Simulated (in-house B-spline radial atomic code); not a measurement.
PBE hybrid excitations of the oxygen ion O⁴⁺

Method: PBE hybrid with 0 exact exchange. Computed with an all-electron radial atomic-structure program (B-spline basis): linear response of the closed shell [He] 2s2 with the functional's adiabatic kernel; non-relativistic, point nucleus, no spin-orbit coupling, no double excitations, S, P, D and F terms only.

Command:
```bash
python run_td.py task.json out
```
Settings (radii: box in bohr, nucleus in fm):
```
Z                        8
electrons                4
configuration            [He] 2s2
hamiltonian              nr
method                   pbeh
box_radius               19.1
exact_exchange_fraction  0
intervals                48
```

Run time, properties included: 0.1 s on 1 thread of Intel(R) Xeon(R) Platinum 8488C (Sapphire Rapids), with other jobs on the host.

The lowest states, in the order of their Tamm-Dancoff energies; the method's threshold (minus the highest occupied level) is 102.63 eV. Labels give the largest channel, * marks a mixed state, and oscillator strengths are full-response dipole values. Semilocal kernels can invert the small singlet-triplet splittings of Rydberg terms. Energies in eV:

```json
{"state": "2s → 2p 3P", "full response": "7.862", "Tamm-Dancoff": "9.025", "oscillator strength": "-"}
{"state": "2s → 2p 1P", "full response": "18.374", "Tamm-Dancoff": "19.358", "oscillator strength": "0.496"}
{"state": "2s → 3s 3S", "full response": "65.45", "Tamm-Dancoff": "65.47", "oscillator strength": "-"}
{"state": "2s → 3s 1S", "full response": "67.31", "Tamm-Dancoff": "67.33", "oscillator strength": "-"}
{"state": "2s → 3p 3P", "full response": "69.03", "Tamm-Dancoff": "69.05", "oscillator strength": "-"}
{"state": "2s → 3p 1P", "full response": "?", "Tamm-Dancoff": "?", "oscillator strength": "?"}
{"state": "2s → 3d 3D", "full response": "?", "Tamm-Dancoff": "?", "oscillator strength": "-"}
{"state": "2s → 3d 1D", "full response": "72.41", "Tamm-Dancoff": "72.42", "oscillator strength": "-"}
{"state": "2s → 4s 3S", "full response": "84.56", "Tamm-Dancoff": "84.56", "oscillator strength": "-"}
{"state": "2s → 4s 1S", "full response": "85.05", "Tamm-Dancoff": "85.06", "oscillator strength": "-"}
```

Task: Where does 2s → 3p 1P lie?

Result: At 69.60 eV in full response, 69.61 eV in Tamm-Dancoff, oscillator strength 0.387.

Task: Where does 2s → 3d 3D lie?

Result: At 71.06 eV in full response, 71.11 eV in Tamm-Dancoff.

Task: How large is the singlet-triplet splitting of 2s → 2p (P terms) in Tamm-Dancoff?

Result: 10.3 eV, from the unrounded values.

Task: What polarisabilities and dispersion coefficient does the method give?

Result: Dipole 1.192 bohr³, quadrupole 0.5142 bohr⁵, C6 0.8146 hartree·bohr⁶ for two such species.
